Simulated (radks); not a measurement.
Task: Species: Nb2+. Configuration: [Kr] 4d3. All-electron calculation, scalar-relativistic Kohn-Sham, LDA (Slater exchange, Perdew-Wang correlation), spin-polarised, spherical densities, finite nucleus; open shells are filled with parallel spins first (spin-orbit coupling, left out, can overturn this in heavy ions); Fermi nuclear charge, rms radius 4.324 fm. Program: a radial shooting solver on a logarithmic mesh with Libxc functionals. Some entries of the table are withheld. Estimate them.

orbital,occ.,eigenvalue (eV),r(max) (bohr),<r> (bohr)
1s down,1,-18798.88,0.02352,0.03613
1s up,1,-18798.87,0.02352,0.03613
2s up,1,-2645.460,0.1334,0.1582
2s down,1,-2645.165,0.1334,0.1582
2p up,3,-2365.925,0.1065,0.1378
2p down,3,-2365.698,0.1065,0.1378
3s up,1,-455.5379,0.3961,0.4441
3s down,1,-455.3254,0.3961,0.4441
3p up,3,-364.1843,0.3895,0.4465
3p down,3,-363.9527,0.3896,0.4464
3d up,5,-214.3476,0.3338,0.4334
3d down,5,-214.0323,0.3339,0.4332
4s up,1,-76.6420,1.030,1.156
4s down,1,-74.9871,1.027,1.151
4p up,3,-52.7196,1.121,1.293
4p down,3,-50.8999,1.116,1.287
4d up,3,(1),(2),1.845
4d down,0,(3),(4),1.869

Result: 
(1) 4d up eigenvalue (eV): -20.0882
(2) 4d up r(max) (bohr): 1.454
(3) 4d down eigenvalue (eV): -18.1094
(4) 4d down r(max) (bohr): 1.444
